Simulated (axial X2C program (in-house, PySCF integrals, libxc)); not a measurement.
## Testing model relations on ReH

A bond curve at the PBE0 level, with spin–orbit coupling, was computed with an in-house relativistic program for diatomic molecules (basis Re dyall-cv3z [13s14p9d7f4g], H dyall-v3z [6s2p1d] (cores contracted in-house)) for the state Ω = 2 (⟨Sz⟩ = 1.96, ⟨Lz⟩ = 0.04 at PBE0). Its fit gives Re = 1.6275 Å, ωe = 2119.8 cm⁻¹, ωexe = 37.6 cm⁻¹ and αe = 1.652e-01 cm⁻¹; the masses are 186.9558 and 1.0078 u. Two-component means X2C with spin–orbit coupling and atomic mean-field Coulomb and Gaunt terms.

(1) Find the reduced mass, Be and the force constant.

(2) Estimate De from a Morse curve and compare with the computed well depth of 2.195 eV to Re + H.

(3) Where do the fundamental and the first overtone lie?

(4) The dipole moment p changes by 0.66 D/Å at Re. What harmonic infrared intensity follows?

(5) A Morse curve ties αe to the other constants (Pekeris). How well does that hold?

The state is one determinant whose occupation by symmetry is held fixed; it was picked as the lowest of a PBE0 search that is not exhaustive. De is counted from the lowest determinant-based energies of the atoms at the same level, without counterpoise correction. Density functionals use the spin component along the axis (collinear). With several unpaired electrons one determinant need not be a pure state. Open-shell Ω = 0 determinants with evenly filled partner blocks cannot be reached by this program, so the Ω shown need not be the lowest component.

Results:

(1) From the PBE0 values: μ = 1.0024 u. Be = 16.8576/(μ Re²) = 6.349 cm⁻¹. k = 5.8918×10⁻⁷ μ ωe² = 2.65 mdyn/Å.

(2) De(Morse) = ωe²/(4ωexe) = 3.704 eV against 2.195 eV computed, a ratio of 1.69. The extrapolation overshoots: the well softens faster than a Morse curve, or the lowest atomic limit lies below the one to which the curve heads.

(3) ν(1←0) = ωe − 2ωexe = 2044.6 cm⁻¹; ν(2←0) = 2ωe − 6ωexe = 4014.0 cm⁻¹.

(4) I = 42.256 × (dp/dR)²/μ = 18 km/mol.

(5) αe(Morse) = 6Be²/ωe × (√(ωexe/Be) − 1) = 1.636e-01 cm⁻¹; the PBE0 curve gives 1.652e-01 cm⁻¹, a ratio of 0.99.
